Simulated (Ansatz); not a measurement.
Species: CBr$_{3}$Cl, net charge 0, singlet state. 
Geometry from a B3LYP-D3(BJ)/def2-TZVP (Ansatz, a program for electronic structure) optimisation:
```xyz
5

Cl    -1.0768     0.2920     1.7453
C     -0.1586     0.0430     0.2570
Br    -1.2041    -1.0509    -0.9858
Br     0.2307     1.7733    -0.5731
Br     1.5236    -0.8716     0.6672
```

Total electronic energies in hartree. Cores are frozen in the correlated levels unless marked. No spin-orbit coupling. The frozen core is the preceding noble-gas configuration, with the filled d and f shells of earlier blocks. No relativistic terms. CBS(X,Y): correlation extrapolated as X^-3; Hartree-Fock from the larger set.

```tsv
level	program	energy (Eh)
HF/def2-QZVPP	Ansatz	-8214.75256
SVWN5/def2-TZVPD	Ansatz	-8208.34024
BLYP-D4/def2-TZVPD	Ansatz + dftd4	-8220.85755
B3LYP-D4/def2-TZVPD	Ansatz + dftd4	-8220.88114
PBE0/STO-3G	Ansatz	-8130.00405
PBE0/def2-SVP	Ansatz	-8218.54273
BHLYP-D3(BJ)/def2-TZVPD	Ansatz + dftd3	-8220.72664
CAM-B3LYP-D3(BJ)/def2-TZVPD	Ansatz + dftd3	-8221.14546
B2PLYP-D3(BJ)/def2-TZVPD	Ansatz + dftd3	-8219.36809
MP2/CBS(def2-TZVPP,def2-QZVPP)	Ansatz	-8215.7502
SCS-MP2/def2-QZVPP	Ansatz	-8215.67545
CCSD/def2-QZVPPD	Ansatz	-8215.72672
CCSD/CBS(def2-TZVPP,def2-QZVPP)	Ansatz	-8215.7816
CCSD/CBS(def2-TZVPPD,def2-QZVPPD)	Ansatz	-8215.7801
CCSD(T)/CBS(def2-TZVPPD,def2-QZVPPD)	Ansatz	-8215.8371
```

Totals of different functionals don't rank their quality; only differences between species are comparable.
